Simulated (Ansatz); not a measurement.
One change: `[F][SnH]([Cl])[GeH3]` becomes `N[BH][SnH]([F])[Cl]`.

Ansatz, PBE0-D4/def2-TZVP geometries, multiplicity 1. Each molecule was computed in one conformer, which needn't be the lowest.

Elements past krypton have def2 core potentials. Scalar relativity is left out up to krypton.

```tsv
property	`[F][SnH]([Cl])[GeH3]`
HOMO energy (ωB97M-V/def2-TZVPP) / eV	-10.41
size of the dipole moment (ωB97M-V/def2-TZVPP) / D	3.79
HOMO–LUMO gap (PBE0/def2-TZVPP) / eV	7.09
HOMO energy (PBE0/def2-TZVPP) / eV	-8.38
HOMO energy (PBE/def2-TZVPP) / eV	-7.18
HOMO–LUMO gap (PBE/def2-TZVPP) / eV	4.98
```

Problem. What does the change do to each property? (Best estimate.)

Solution. Computed: 
```json
{"property": "HOMO energy (ωB97M-V/def2-TZVPP) / eV", "`N[BH][SnH]([F])[Cl]`": "-10.20", "shift": "0.21"}
{"property": "size of the dipole moment (ωB97M-V/def2-TZVPP) / D", "`N[BH][SnH]([F])[Cl]`": "4.39", "shift": "0.60"}
{"property": "HOMO–LUMO gap (PBE0/def2-TZVPP) / eV", "`N[BH][SnH]([F])[Cl]`": "6.59", "shift": "-0.50"}
{"property": "HOMO energy (PBE0/def2-TZVPP) / eV", "`N[BH][SnH]([F])[Cl]`": "-8.09", "shift": "0.29"}
{"property": "HOMO energy (PBE/def2-TZVPP) / eV", "`N[BH][SnH]([F])[Cl]`": "-6.84", "shift": "0.34"}
{"property": "HOMO–LUMO gap (PBE/def2-TZVPP) / eV", "`N[BH][SnH]([F])[Cl]`": "4.47", "shift": "-0.51"}
```

With PBE0 the HOMO rises by 0.29 eV and the LUMO falls by 0.21 eV, so the gap narrows by about 0.50 eV. PBE moves the HOMO by 0.34 eV and ωB97M-V by 0.21 eV. The zero-point energy changes by 46.4 kJ/mol with +3 modes. Dipoles are sizes alone; their direction can turn.
